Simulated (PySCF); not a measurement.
Dipole moment and polarisability of AsSb3SSS nortricyclane

Species: AsSb3SSS nortricyclane, AsS3Sb3.
Cartesian coordinates in Å at the PBE0-D3(BJ)/def2-SVP level; atoms count from 1:
```xyz
7
AsS3Sb3 angstrom
As     1.2840    1.2875   -0.4773
S      0.1037    0.4109   -2.1563
Sb    -1.4396   -1.2227   -1.2205
Sb    -1.7924    0.0400    1.3243
S     -0.3218    1.9395    0.9290
Sb     0.1856   -2.0108    1.0022
S      2.0724   -0.5465    0.5301
```

Level: wB97X-D/def2-SVPD (PySCF), static field, nuclei fixed, core orbitals frozen in the response. The polarisability tensor in these axes (au):

```
x   215.34   4.78  -1.81
y     4.78 215.46  -1.79
z    -1.81  -1.79 210.88
```

Give the principal values, the mean and the anisotropy Δα = √{½[(α1 − α2)² + (α2 − α3)² + (α1 − α3)²]}.

Principal values 210.23, 210.62 and 220.83 au; mean 213.89 au = 31.70 Å³ = 35.27 × 10⁻⁴⁰ C²·m²/J; Δα = 10.42 au (5 % of the mean).

What is the dipole moment, and where does it point?

(-2.27, -2.29, 0.83) D, 3.33 D in size, pointing from the negative to the positive side. Measured along this direction, the outermost atoms are As1 at the negative end and Sb4, Sb3 and Sb6 at the positive end.

What molar refraction does this α imply?

Lorentz–Lorenz: R = (4π/3)N_A α = 2.5225 cm³/(mol·Å³) × 31.70 Å³ = 80.0 cm³/mol, in the limit of long wavelengths.

Refractivity n − 1 of an ideal gas of it at 298.15 K and 1 atm, from the electronic α?

N = p/kT = 2.4615 × 10¹⁹ cm⁻³, so n − 1 = 2π × N × 31.70 × 10⁻²⁴ cm³ = 4902 × 10⁻⁶ at long wavelengths.

Find the Langevin capture rate constant for O2+ (31.990 u) meeting this molecule (533.549 u), k = 2.342 × 10⁻⁹ cm³/s × √(α in Å³ / reduced mass in u).

The reduced mass is 30.18 u, so k = 2.40 × 10⁻⁹ cm³/s. The formula leaves out the permanent dipole, which adds to the capture rate.

What depolarisation ratio follows for Rayleigh scattering of linearly polarised light, taking the static tensor?

ρ = 3Δα²/(45ᾱ² + 4Δα²) = 325.4/(2058763 + 433.9) = 0.000158.

Isolated species at its PBE0-D3(BJ)/def2-SVP geometry (one conformer only). Atoms past krypton carry effective core potentials; spin–orbit coupling is left out. The calculation is non-relativistic apart from the core potentials, for arsenic too.

The run behind these numbers computed excited states and ΔSCF ions as well. On an AMD EPYC 7R43 with one thread, shared host, this took 6.1 min wall (with the writing of density and orbital grids) and 1.4 GiB of memory at its peak.
